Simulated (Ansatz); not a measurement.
CoW2⁻. Charge -1, multiplicity 1. Geometry B3LYP-D4/def2-TZVPD.

```xyz
3

Co   -0.8980   -0.4025   -0.9417
W     0.5453   -0.8176    0.8154
W     0.3527    1.2201    0.1263
```

In the def2 sets W takes a core potential; there is no spin–orbit coupling. LC-ωPBE has ω = 0.4 bohr⁻¹. The restricted singlet is unstable towards broken spin symmetry at other levels; at LDA (SPW92)/def2-TZVPD, B97M-V/def2-TZVPD, PBE0-D4/def2-SVPD, LC-ωPBE/def2-TZVPD this wasn't settled. At LDA (SPW92)/def2-TZVPD, PBE-D4/def2-TZVPD, B97M-V/def2-TZVPD, PBE0-D4/def2-SVPD the highest occupied level of the charge -1 singlet lies above zero (up to 0.64 eV). Its loss leaves the charge 0 doublet, which lies 0.97 eV higher (vertical, at PBE-D4/def2-TZVPD), but this difference is unsure: the doublet is doubtful (geometry relaxed on an unsound state). At LDA (SPW92)/def2-TZVPD, PBE-D4/def2-TZVPD an occupied level of the charge -1 singlet lies above an empty one (by up to 0.14 eV), so this SCF solution is probably not the lowest. At PBE-D4/def2-TZVPD the restricted singlet is unstable: a solution with broken spin symmetry lies lower. The geometry of the singlet was relaxed on an unsound state (restricted singlet, unstable towards broken spin symmetry at other levels and untested here). The order of the spin states hangs on the level: the quintet lies 2.23 eV below the singlet at PBE0-D4/def2-TZVPD, but 0.13 eV above it at LDA (SPW92)/def2-TZVPD. The singlet is doubtful at PBE0-D4/def2-TZVPD (restricted singlet, unstable towards broken spin symmetry). The quintet is doubtful at PBE0-D4/def2-TZVPD (⟨S²⟩ 7.38, where a pure state has 6.00). The singlet is doubtful at LDA (SPW92)/def2-TZVPD (an occupied level 0.14 eV above an empty one). The structure comes from a short search, and lower isomers may exist.

Problem. Estimate the orbital energies around the gap (eV) in Ansatz with LDA (SPW92)/def2-TZVPD, PBE-D4/def2-TZVPD, B97M-V/def2-TZVPD, PBE0-D4/def2-SVPD, LC-ωPBE/def2-TZVPD.

Solution. 
| orbital | LDA (SPW92)/def2-TZVPD | PBE-D4/def2-TZVPD | B97M-V/def2-TZVPD | PBE0-D4/def2-SVPD | LC-ωPBE/def2-TZVPD |
| --- | --- | --- | --- | --- | --- |
| HOMO−13 | -36.28 | -36.40 | -38.46 | -38.88 | -41.78 |
| HOMO−12 | -36.12 | -36.25 | -38.34 | -38.71 | -41.61 |
| HOMO−11 | -34.81 | -34.94 | -37.01 | -37.42 | -40.27 |
| HOMO−10 | -3.46 | -3.27 | -3.52 | -4.23 | -6.57 |
| HOMO−9 | -2.35 | -2.15 | -2.20 | -2.76 | -5.17 |
| HOMO−8 | -2.16 | -1.98 | -2.04 | -2.63 | -5.13 |
| HOMO−7 | -1.65 | -1.50 | -1.75 | -2.22 | -4.69 |
| HOMO−6 | -1.52 | -1.32 | -1.37 | -2.19 | -4.55 |
| HOMO−5 | -1.01 | -0.82 | -0.96 | -1.86 | -4.17 |
| HOMO−4 | -0.83 | -0.67 | -0.81 | -1.28 | -3.80 |
| HOMO−3 | -0.47 | -0.29 | -0.38 | -1.15 | -3.38 |
| HOMO−2 | 0.06 | 0.19 | -0.08 | -0.78 | -3.01 |
| HOMO−1 | 0.35 | 0.52 | 0.41 | -0.17 | -2.33 |
| HOMO | 0.51 | 0.64 | 0.58 | 0.19 | -1.49 |
| LUMO | 0.36 | 0.58 | 0.79 | 1.68 | 3.18 |
| LUMO+1 | 0.83 | 0.98 | 0.80 | 2.26 | 3.97 |
| LUMO+2 | 1.58 | 1.73 | 1.73 | 2.66 | 4.12 |
| LUMO+3 | 1.64 | 1.83 | 1.84 | 2.79 | 4.25 |
| LUMO+4 | 1.87 | 2.00 | 1.97 | 3.07 | 4.37 |
| LUMO+5 | 1.91 | 2.06 | 2.04 | 3.11 | 4.53 |
